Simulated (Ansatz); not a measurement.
`[SiH3]OC[SiH2]Cl`. Total charge 0; spin multiplicity 1. All single points use the PBE0-D4/def2-TZVP geometry. It is one conformer, not always the lowest.

```xyz
12

Si    1.707   -1.423    0.160
O     0.187   -0.793    0.040
C    -0.031    0.608   -0.027
Si   -1.892    0.857   -0.148
Cl   -2.259    2.881   -0.253
H     2.375   -0.931    1.396
H     2.530   -1.014   -1.011
H     1.547   -2.894    0.200
H     0.467    1.051   -0.900
H     0.362    1.119    0.862
H    -2.425    0.220   -1.373
H    -2.569    0.321    1.055
```

**Question.** What is the dipole moment at r2SCAN/def2-TZVPP? (An estimate is asked.)

**Answer.** Ansatz gave: 1.23 D, with components (1.10, -0.53, 0.09) D in this frame, pointing from negative to positive charge.

**Question.** And with PBE, B3LYP, ωB97M-V? (An estimate is asked.)

**Answer.** Computed: PBE 1.21 D, B3LYP 1.24 D, ωB97M-V 1.20 D.

**Question.** Give the Mulliken charges with r2SCAN, B3LYP, ωB97M-V in def2-TZVPP. (Best estimate.)

**Answer.** Ansatz gave: 
```
atom  r2SCAN  B3LYP  ωB97M-V
 Si1    0.44   0.42     0.31
  O2   -0.39  -0.38    -0.38
  C3   -0.07  -0.11    -0.19
 Si4    0.48   0.46     0.36
 Cl5   -0.27  -0.27    -0.23
  H6   -0.08  -0.08    -0.04
  H7   -0.08  -0.08    -0.04
  H8   -0.07  -0.06    -0.02
  H9    0.08   0.11     0.13
 H10    0.08   0.11     0.13
 H11   -0.07  -0.06    -0.02
 H12   -0.07  -0.06    -0.02
```

B3LYP here is the variant with VWN-RPA as its local correlation; programs differ in this.
